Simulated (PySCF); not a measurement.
1,2-dichloro-1,1,2,2-tetrafluoroethane, C2Cl2F4.
Cartesian coordinates in Å at the PBE0-D3(BJ)/def2-TZVP level; atoms count from 1:
```xyz
8
C2Cl2F4 angstrom
F     -0.999    1.080   -0.940
C     -0.761    0.132   -0.038
F     -1.239    0.544    1.136
Cl    -1.552   -1.361   -0.505
C      0.776   -0.052    0.117
F      1.013   -0.989    1.030
F      1.277    1.099    0.561
Cl     1.537   -0.480   -1.403
```

Linear response at PBE0/aug-cc-pVTZ (PySCF, frozen core in the response, non-relativistic). Isolated species at its PBE0-D3(BJ)/def2-TZVP geometry (one conformer only).

Static isotropic polarisability: 56.46 au (8.37 Å³), principal values 49.6, 58.9, 61.0 au.

(1) What is the polarisability at 1064 nm and at the sodium D line?

(2) What is the isotropic C6 coefficient between two such molecules, C6 = (3/π)∫α(iω)² dω?

(3) Which effective excitation energy ω̄ makes London's formula C6 = (3/4)α²ω̄ exact here?

(4) The lowest 10 singlets have (eV, f): 7.79, 0.001; 7.91, 0.002; 7.97, 0.000; 7.99, 0.005; 8.69, 0.024; 8.71, 0.028; 8.81, 0.001; 8.86, 0.013; 9.02, 0.028; 9.16, 0.001. What share of the static polarisability do they carry in the sum over states α = Σ f/ω²?

(5) How anisotropic is the static polarisability, by Δα² = ½[(α1 − α2)² + (α2 − α3)² + (α3 − α1)²]?

(6) What three-body coefficient follows from the one-pole estimate C9 = (3/4)·α·C6?

(7) How many electrons N does the Slater–Kirkwood formula C6 = (3/4)·√N·α^(3/2) need to give this C6?

Results:

(1) 56.78 au at 1064 nm (+0.6 %), 57.51 au at 589.3 nm (+1.9 %). The rise at 589.3 nm is 3.32 times that at 1064 nm; a pure ω² law gives 3.26. The lowest singlet lies at 159 nm, shorter than both wavelengths.

(2) 1616 au (Eh·bohr⁶) by a ten-point quadrature over imaginary frequencies, which is 966 eV·Å⁶ or 93.2 J·nm⁶/mol.

(3) ω̄ = 4·C6/(3α²) = 0.676 Eh = 18.4 eV. A one-pole form α(ω) = α/(1 − ω²/ω̄²) fitted to the 1064 nm value gives 15.6 eV.

(4) 1.00 au, 1.8 % of α; the largest term, 0.28 au, is that of the state at 8.71 eV. Their oscillator strengths add up to 0.10. Higher states carry the rest.

(5) Δα = 10.5 au, or 0.19 of the isotropic value.

(6) 68400 au. This is an estimate from the two numbers above, not a computed integral.

(7) N = (4·C6/3)²/α³ = 25.8; the species has 82 electrons in all.

Time: 1.8 min of wall time; peak memory 1.4 GiB. Hardware: one thread, Arm Neoverse V1 (aarch64) (shared host). This is the whole response run at PBE0/aug-cc-pVTZ, SCF included.
